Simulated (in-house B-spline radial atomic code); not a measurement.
# HSE06 excitations of the lutetium ion Lu⁺

Method: HSE06. Computed with a B-spline radial code for spherical atoms: linear response of the closed shell [Xe] 4f14 6s2 with the functional's adiabatic kernel; scalar-relativistic (spin-free one-electron X2C), finite nucleus, no spin-orbit coupling, no double excitations, S, P, D and F terms only; shells from n = 4 respond. Only terms of natural parity with L up to 3 were computed.

Spin-orbit coupling is strong here, so these LS terms don't match observed levels.

Command:
```bash
python run_td.py task.json out
```
Settings (radii: box in bohr, nucleus in fm):
```
Z                        71
electrons                70
configuration            [Xe] 4f14 6s2
hamiltonian              x2c
method                   hse06
box_radius               41.61
rms_radius               5.37
intervals                74
```

Cost of the run: 3.6 s on 1 thread of Intel(R) Xeon(R) Platinum 8559C (Emerald Rapids) (shared host).

The lowest states, in the order of their Tamm-Dancoff energies; the method's threshold (minus the highest occupied level) is 11.349 eV. Labels give the largest channel, * marks a mixed state, and oscillator strengths are full-response dipole values. Measured ¹D terms are left out, since they can mix with doubly excited terms. Semilocal kernels can invert the small singlet-triplet splittings of Rydberg terms. Energies in eV:

| state | full response | Tamm-Dancoff | oscillator strength | measured (J-weighted term) |
| --- | --- | --- | --- | --- |
| 6s → 5d 3D | 0.982 | 1.204 | - | 1.628 |
| 6s → 5d 1D | 2.043 | 2.074 | - | - |
| 6s → 6p 3P | 3.506 | 3.614 | - | 3.789 |
| 6s → 6p 1P | 5.168 | 5.332 | 2.04 | 4.739 |
| 6s → 7s 3S | 7.718 | 7.725 | - | 7.907 |
| 6s → 7s 1S | 8.053 | 8.066 | - | 8.553 |
| 6s → 6d 3D | ? | ? | - | - |
| 6s → 6d 1D | 8.683 | 8.689 | - | - |
| 6s → 7p 3P | 9.004 | 9.012 | - | - |
| 6s → 7p 1P | ? | ? | ? | - |
| 4f → 5d 3P | 9.730 | 9.790 | - | - |

(1) Where does 6s → 6d 3D lie?

(2) Where does 6s → 7p 1P lie?

(3) How large is the singlet-triplet splitting of 6s → 5d (D terms) in Tamm-Dancoff?

(4) What polarisabilities and dispersion coefficient does the method give?

Answers

(1) At 8.679 eV in full response, 8.684 eV in Tamm-Dancoff.

(2) At 9.149 eV in full response, 9.164 eV in Tamm-Dancoff, oscillator strength 0.0107.

(3) 0.87 eV, from the unrounded values.

(4) Dipole 61.87 bohr³, quadrupole 1010 bohr⁵, C6 625.3 hartree·bohr⁶ for two such species.
